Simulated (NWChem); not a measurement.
System: AlHOBrF; SMILES [OH][Al]([F])[Br]

NWChem input:

```
start job
memory heap 200 mb stack 900 mb global 1100 mb
geometry units angstroms noautoz
  Al     0.109609    -0.888433     0.000000
  F     -1.204699    -1.889137     0.000000
  Br    -0.182644     1.335462     0.000000
  O      1.686866    -1.515761     0.000000
  H      1.834964    -2.470252     0.000000
end
basis spherical
  * library def2-svp
end
dft
  xc xpbe96 cpbe96
  iterations 150
  vectors input atomic output neutral.movecs
end
task dft energy
charge 1
dft
  odft
  mult 2
  vectors input atomic output cation.movecs
end
task dft energy
```

Geometry: optimised at B3LYP/6-31G* (spherical d).

Ions are spin-unrestricted doublets at the neutral geometry; other ion states weren't tried.

Question: What results follow from this input? (PBE/def2-SVP, vertical spin-unrestricted ions.) Quantities: −ε(HOMO) (eV).

Answer: 
```json
{
  "−ε(HOMO) (eV)": "7.35"
}
```
